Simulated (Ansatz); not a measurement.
`[F][Ge]([F])([Cl])[SeH]` + H₂ → `[F][GeH]([F])[SeH]` + HCl at 500 K and 1 bar (hydrogenolysis of a Ge–Cl bond).

Calculated with Ansatz (gas phase, PBE0-D4/def2-TZVP geometries, no zero-point term in ΔE). CBS: MP2 limit from def2 TZ/QZ plus the TZ coupled-cluster correction, frozen cores. This one scheme is used for every species. For Ge, Se outer-core shells are correlated without core-valence functions, which leaves a few kJ/mol of doubt a bond. Scalar relativity is left out up to krypton. Each species was taken in one conformer, which may not be the lowest.

```json
{"species": "`[F][Ge]([F])([Cl])[SeH]`", "CCSD(T)/CBS energy (Eh)": "-5136.92697", "H − E (kJ/mol)": "82.5", "S (J/(mol·K))": "434.9"}
{"species": "H₂", "CCSD(T)/CBS energy (Eh)": "-1.17544", "H − E (kJ/mol)": "41.0", "S (J/(mol·K))": "145.5"}
{"species": "`[F][GeH]([F])[SeH]`", "CCSD(T)/CBS energy (Eh)": "-4677.70208", "H − E (kJ/mol)": "93.4", "S (J/(mol·K))": "396.6"}
{"species": "HCl", "CCSD(T)/CBS energy (Eh)": "-460.38127", "H − E (kJ/mol)": "32.5", "S (J/(mol·K))": "201.9"}
```

H − E and S are ideal-gas, rigid-rotor, harmonic terms from PBE0-D4/def2-TZVP, for one conformer and one mirror image of each species. The MP2-based limit puts H₂ 0.8 mEh under its directly extrapolated value; such offsets cancel only in part. 1 Eh = 2625.50 kJ/mol, R = 8.31446 J/(mol·K).

Question: By hand: ΔE, ΔH, ΔS and ΔG.

Answer: ΔE = (-4677.70208) + (-460.38127) − (-5136.92697) − (-1.17544) = 0.01906 Eh = 50.0 kJ/mol. Δ(H − E) = 93.4 + 32.5 − 82.5 − 41.0 = 2.4, so ΔH = 52.4 kJ/mol. ΔS = 396.6 + 201.9 − 434.9 − 145.5 = 18.1 J/(mol·K). ΔG = 52.4 − 500 × (18.1)/1000 = 43.3 kJ/mol.

Question: By hand: the equilibrium constant, and the temperature at which ΔG would vanish if ΔH and ΔS stayed fixed.

Answer: log₁₀ K = −ΔG/(RT ln 10) = -4.5. ΔG = 0 at ΔH/ΔS = 2895 K, far beyond where these terms or the molecules hold.

ΔH outweighs TΔS. A doubt of 5 kJ/mol in ΔE shifts log₁₀ K by 0.5 here. Other conformers and mirror images would add mixing entropy, several J/(mol·K) or more a flexible species. These are equilibria of isolated gas molecules and say nothing of rates. Largest T1 diagnostic: 0.011 (customary marks: 0.02 for closed shells, 0.045 for open ones).
